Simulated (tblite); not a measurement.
Compound: C8H15P.
SMILES with atom numbers: `[CH2:1]=[CH:2][P:3]([CH:4]([CH3:5])[CH3:6])[CH:7]1[CH2:8][CH2:9]1` (hydrogens: H10, H11 on C1; H12 on C2; H13 on C4; H14, H15, H16 on C5; H17, H18, H19 on C6; H20 on C7; H21, H22 on C8; H23, H24 on C9)

Computed geometry: GFN2-xTB, gas phase.

(1) List the bond lengths, angles and torsions at this level.

Results:

(1) 
```csv
bond,length (bohr)
C1=C2,2.499
C2–P3,3.452
P3–C4,3.554
"C4–C5, C4–C6",2.881
P3–C7,3.480
"C7–C8, C7–C9",2.838
C8–C9,2.820
C1–H10,2.037
C1–H11,2.040
C2–H12,2.053
C4–H13,2.076
C5–H14 and 5 like bonds,2.057
C7–H20,2.054
"C8–H21, C9–H24",2.041
"C8–H22, C9–H23",2.042
```

Bonds in one row agree within 0.02 bohr and their mean is given. A selection of angles:
```csv
angle,degrees
C1–C2–P3,122.5
C2–P3–C4,96.9
C2–P3–C7,96.1
C4–P3–C7,97.7
P3–C4–C5,109.8
C5–C4–C6,111.0
P3–C7–C8,117.5
P3–C7–C9,118.5
C8–C7–C9,59.6
C7–C8–C9,60.2
```

Dihedral angles: C1–C2–P3–C4 127° (anticlinal); C2–P3–C4–C5 166° (antiperiplanar); C2–P3–C7–C8 87° (synclinal); P3–C7–C8–C9 109° (anticlinal); P3–C7–C9–C8 -107° (anticlinal). The mirror-image conformer, all signs reversed, is as good.

The C–C distances run from 1.322 Å (C1=C2, drawn double) to 1.525 Å (C4–C6, drawn single), a spread of 0.203 Å. Of the pairs four or more bonds apart, C2···H19 is among the closest relative to their van der Waals radii: 2.77 Å, 96 % of the sum of Bondi's values. The 3-membered ring C7–C8–C9 has internal angles of 59.6° to 60.2°. The 3 C–P bonds span 1.827 Å (C2–P3, drawn single) to 1.881 Å (P3–C4, drawn single), a spread of 0.054 Å. P3 (phosphine phosphorus) is pyramidal (angles 97.7°, 96.9° and 96.1°, sum 290.6°, 0.93 Å off the plane of its three neighbours).

Point group: C1 (no symmetry element, even within 0.4 Å). Its GFN2-xTB frequencies are all real (lowest 34 cm⁻¹). The numbers are those of one conformer. 3 starts were optimised and ended at 0.00, 0.35 and 2.38 kcal/mol (GFN2-xTB); the lowest of these is shown.
